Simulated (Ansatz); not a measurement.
Reaction (formal exchange of groups at a Cd–O bond): `[F][Cd][O][SiH3]` + `CCCOC` → `C[O][Cd][F]` + `CCCO[SiH3]`

Computed with Ansatz on PBE0-D4/def2-TZVP structures; ΔE is electronic, products minus reactants. CCSD(T)/CBS adds triple-zeta CCSD(T) − MP2 to the extrapolated MP2 energy (def2 sets, frozen cores). Functionals use def2-TZVPP. def2 core potentials past Kr. For Cd outer-core shells are correlated without core-valence functions, which leaves a few kJ/mol of doubt a bond. Each species was taken in one conformer, which may not be the lowest.

CCSD(T)/CBS gives +43.7 kJ/mol.

**Question.** Another level gave +40.3 kJ/mol. Which?
A. PBE/def2-TZVPP
B. HF/def2-TZVPP
C. CCSD(T)/def2-TZVPP
D. PBE0-D4/def2-TZVPP

**Answer.** D. PBE0-D4 40.3, HF/def2-TZVPP 51.1, PBE 34.3, CCSD(T)/def2-TZVPP 45.3 kJ/mol.

Largest T1 diagnostic among the species: 0.018.

From PBE to PBE0 (25 % exact exchange), in def2-TZVPP and without D4, ΔE moves by +6.6 kJ/mol. In def2-TZVPP, CCSD(T) changes the Hartree–Fock value by −5.8 kJ/mol (the triples alone add −1.1 kJ/mol) and MP2 by −4.6 kJ/mol.
